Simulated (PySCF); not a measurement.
Molecular orbitals of MgBi⁻

r²SCAN0 at R = 2.797 Å; basis Mg aug-cc-pVDZ, Bi aug-cc-pVDZ-PP with ECP60; scalar-relativistic core potentials; PySCF 2.14. State: ³Π (triplet), unpaired electrons σ ↑, π ↑. Only the outer orbitals are listed, counted within each symmetry, core potentials removing the inner ones.

```tsv
spin	orbital	occ.	ε (eV)	on Mg (%)	main shells (%)
α	7σ	1	-11.25	3	97 Bi s
α	8σ	1	-2.59	54	53 Mg s, 45 Bi p
α	4π	1	-1.40	5	94 Bi p
α	9σ	1	-0.56	67	34 Mg p, 33 Mg s, 31 Bi p
α	4π	1	-0.51	8	92 Bi p
α	5π	0	2.45	109	106 Mg p
α	5π	0	2.53	108	105 Mg p
β	7σ	1	-9.84	8	92 Bi s
β	8σ	1	-1.77	74	72 Mg s, 27 Bi p
β	4π	1	-0.07	17	83 Bi p, 14 Mg p
β	4π	0	1.71	34	66 Bi p, 32 Mg p
β	9σ	0	1.85	82	66 Mg s, 26 Bi p, 16 Mg p
β	10σ	0	2.49	101	98 Mg p
```

Q: Which are the highest filled and the lowest empty level, where do they sit, and how wide is the gap?

A: Highest filled β 4π at -0.07 eV (in %: 83 Bi p, 14 Mg p); lowest empty β 4π at 1.71 eV (in %: 66 Bi p, 32 Mg p); the gap at r²SCAN0 is 1.78 eV. Both belong to one degenerate shell, split only by its one-sided filling, so this is no excitation gap. An empty level above zero is unbound, and its energy depends on the basis.

| Property | Result |
| --- | --- |
| bond order (Mayer) | 1.21 |
| ⟨S²⟩ | 2.040 |
| charge on Mg (Mulliken, basis-dependent) | -0.37 |
| charge on Mg (Löwdin, basis-dependent) | -0.29 |
| dipole moment (positive dipole points towards Bi; it is taken about the centre of mass and depends on that origin) | 3.48 D |

Shares are Mulliken populations and can fall outside 0 to 100 %.

These are scalar-relativistic numbers at best; spin–orbit coupling would shift them, the dissociation energy most. The state is the lowest determinant that a PBE0 search found; another state may lie lower at other levels.
